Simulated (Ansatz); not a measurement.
`N[As]1[AlH][S]1`, relaxed with RKS PBE0-D4/def2-TZVP in Ansatz from a PBE-D4/def2-SVP geometry. The force threshold is 0.005 eV/Å; the program also tests the step.

Charge 0, multiplicity 1.

Start:

```xyz
7

N     0.602    0.014   -1.551
As   -0.072   -1.249   -0.378
Al   -0.088   -0.081    1.748
S    -2.013   -0.231    0.813
H     0.104    0.068   -2.447
H     0.851    0.953   -1.225
H     0.614    0.526    3.039
```

Problem. How much energy does the relaxation release, and in how many steps? (Best estimate.)

Solution. Computed: 1.21 kcal/mol, in 7 steps.

Problem. Which bonds change most? (Best estimate.)

Solution. The calculation gave: As2–S4 from 2.494 to 2.402 Å; As2–Al3 from 2.426 to 2.396 Å; Al3–S4 from 2.145 to 2.126 Å; Al3–H7 from 1.590 to 1.572 Å.

Problem. Give the relaxed structure. (Estimate.)

Solution. Computed: 
```xyz
7

N     0.601    0.017   -1.538
As   -0.073   -1.224   -0.360
Al   -0.062   -0.085    1.748
S    -1.933   -0.180    0.744
H     0.118    0.019   -2.426
H     0.747    0.964   -1.222
H     0.601    0.488    3.053
```
